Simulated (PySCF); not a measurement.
## Radial density of Rh³⁺ (rhodium, charge +3)

wB97X, [Kr] 4d6, high-spin 5D determinant. Calculation: PySCF 2.14, in x2c-TZVPPall with one added diffuse shell each of s, p, d, f type (9s7p7d3f1g, 95 functions); scalar relativity by spin-free X2C-1e.

```json
{"r (bohr)": "0.0349", "4πr²ρ (e/bohr)": "51.65", "4πr²(ρα − ρβ)": "0.0007"}
{"r (bohr)": "0.0586", "4πr²ρ (e/bohr)": "52.90", "4πr²(ρα − ρβ)": "0.0173"}
{"r (bohr)": "0.0986", "4πr²ρ (e/bohr)": "71.90", "4πr²(ρα − ρβ)": "0.1469"}
{"r (bohr)": "0.166", "4πr²ρ (e/bohr)": "50.85", "4πr²(ρα − ρβ)": "0.6002"}
{"r (bohr)": "0.279", "4πr²ρ (e/bohr)": "55.36", "4πr²(ρα − ρβ)": "0.7546"}
{"r (bohr)": "0.469", "4πr²ρ (e/bohr)": "32.44", "4πr²(ρα − ρβ)": "-0.0031"}
{"r (bohr)": "0.790", "4πr²ρ (e/bohr)": "14.84", "4πr²(ρα − ρβ)": "2.2008"}
{"r (bohr)": "1.33", "4πr²ρ (e/bohr)": "9.820", "4πr²(ρα − ρβ)": "3.1160"}
{"r (bohr)": "2.23", "4πr²ρ (e/bohr)": "1.248", "4πr²(ρα − ρβ)": "0.6471"}
{"r (bohr)": "3.76", "4πr²ρ (e/bohr)": "0.02159", "4πr²(ρα − ρβ)": "0.0115"}
{"r (bohr)": "6.32", "4πr²ρ (e/bohr)": "1.814e-05", "4πr²(ρα − ρβ)": "0.0000"}
```

Densities and radii are taken from the X2C orbitals without a picture-change correction, which distorts them close to the nucleus.

(1) Where is the radial spin density 4πr²(ρα − ρβ) most negative, and why is it negative at all?

Answers

(1) Around r = 0.469 bohr, down to -0.0031 e/bohr: exchange with the open shell polarises the paired shells in an unrestricted calculation.
